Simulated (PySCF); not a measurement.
Members of one series of related molecules.

All values: PBE0/def2-SVPD (PySCF) at GFN2-xTB geometries, gas phase, one conformer each. Core orbitals are frozen in the response; Δα² is half the sum of the squared differences of the principal polarisabilities.

**Question.** Rank by dipole moment, lowest first.
A. `[SiH3]CC#CC(Cl)Cl`
B. `N#CCC#CC[SiH3]`
C. `ClC(Cl)(Cl)C#CC[SiH3]`
D. `CC(=S)C#CC[SiH3]`
E. `C=C(C)C#CC[SiH3]`
F. `[CH3:1][CH2:2][CH2:3][C:4]#[C:5][CH2:6][SiH3:7]` with C1–C2–C3–C4 64°

**Answer.** F (0.26 D), E (0.67 D), A (2.97 D), C (3.39 D), D (3.94 D), B (4.10 D).

**Question.** Rank by HOMO–LUMO gap, lowest first.
A. `[SiH3]CC#CCCC`
B. `C(C(Cl)(Cl)Cl)#CC[SiH3]`
C. `C(#CCC#N)C[SiH3]`
D. `CC(=S)C#CC[SiH3]`
E. `C/N=C\C#CC[SiH3]`
F. `C=C(C)C#CC[SiH3]`

**Answer.** D (3.78 eV), F (6.00 eV), E (6.16 eV), B (6.96 eV), A (7.35 eV), C (7.72 eV).

**Question.** Rank by mean static polarisability, highest first.
A. `[SiH3]CC#CC(Cl)Cl`
B. `[SiH3]CC#CCCC`
C. `C(#CC[SiH3])C(=C)C`
D. `N#CCC#CC[SiH3]`
E. `C(#CC[SiH3])C(Cl)(Cl)Cl`

**Answer.** E (18.08 Å³), A (15.91 Å³), C (15.67 Å³), B (14.86 Å³), D (13.24 Å³).

All values together:

```tsv
SMILES	formula	μ (D)	HOMO (eV)	LUMO (eV)	α (Å³)	Δα (Å³)	electrons	α per electron (Å³)
C/N=C\C#CC[SiH3]	C5H9NSi	2.94	-7.19	-1.03	14.91	9.59	60	0.248
[SiH3]CC#CC(Cl)Cl	C4H6Cl2Si	2.97	-7.72	-0.74	15.91	8.40	78	0.204
N#CCC#CC[SiH3]	C5H7NSi	4.10	-7.63	0.09	13.24	6.63	58	0.228
CC(=S)C#CC[SiH3]	C5H8SSi	3.94	-6.26	-2.48	17.87	12.95	68	0.263
[SiH3]CC#CC(Cl)(Cl)Cl	C4H5Cl3Si	3.39	-7.93	-0.97	18.08	7.90	94	0.192
CCCC#CC[SiH3]	C6H12Si	0.26	-6.95	0.40	14.86	6.74	62	0.240
C=C(C)C#CC[SiH3]	C6H10Si	0.67	-6.49	-0.50	15.67	9.88	60	0.261
[SiH3]CC#CC[SiH3]	C4H10Si2	0.63	-6.80	0.27	15.51	7.93	62	0.250
```

Conformers: `[CH3:1][CH2:2][CH2:3][C:4]#[C:5][CH2:6][SiH3:7]` with C1–C2–C3–C4 64°.

**Question.** How closely does the mean polarisability follow the number of electrons in this set?

**Answer.** The correlation coefficient is 0.73; α per electron runs from 0.192 to 0.263 Å³.
